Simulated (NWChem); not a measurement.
# C5H5F; SMILES C1C(F)=CCC=1

```xyz
11

F      0.0245    -2.0645     0.0000
C     -0.0347    -0.7412     0.0000
C     -1.1474     0.0172     0.0000
C     -0.7043     1.4449     0.0000
C      0.7921     1.3694     0.0000
C      1.1738     0.0763     0.0000
H     -2.1779    -0.3340     0.0000
H     -1.0776     1.9994     0.8815
H     -1.0776     1.9994    -0.8815
H      1.4476     2.2411     0.0000
H      2.1880    -0.3247     0.0000
```
Atoms are numbered in this order, from 1.

Program: NWChem. Pople sets run with spherical d functions. All runs use the structure optimised with PBE0/def2-SVP.

**Question.** Taking B3LYP/6-311++G** as the yardstick, which of these has the fewest basis functions while keeping “dipole (D)” within 0.1 D of it: B3LYP/STO-3G; B3LYP/6-311G**; B3LYP/6-31G*; B3LYP/3-21G; B3LYP/6-31+G*?

**Answer.** B3LYP/6-31+G* (a larger set in the list lies outside the tolerance).
| level | basis functions | dipole (D) | relative time (rough) |
|---|---|---|---|
| B3LYP/STO-3G | 35 | 0.83 | 1 |
| B3LYP/3-21G | 64 | 1.74 | 1 |
| B3LYP/6-31G* | 94 | 1.64 | 4 |
| B3LYP/6-31+G* | 118 | 2.02 | 10 |
| B3LYP/6-311G** | 138 | 1.80 | 10 |
| B3LYP/6-311++G** | 167 | 2.03 | 20 |

The yardstick is one finite set, not the basis-set limit.
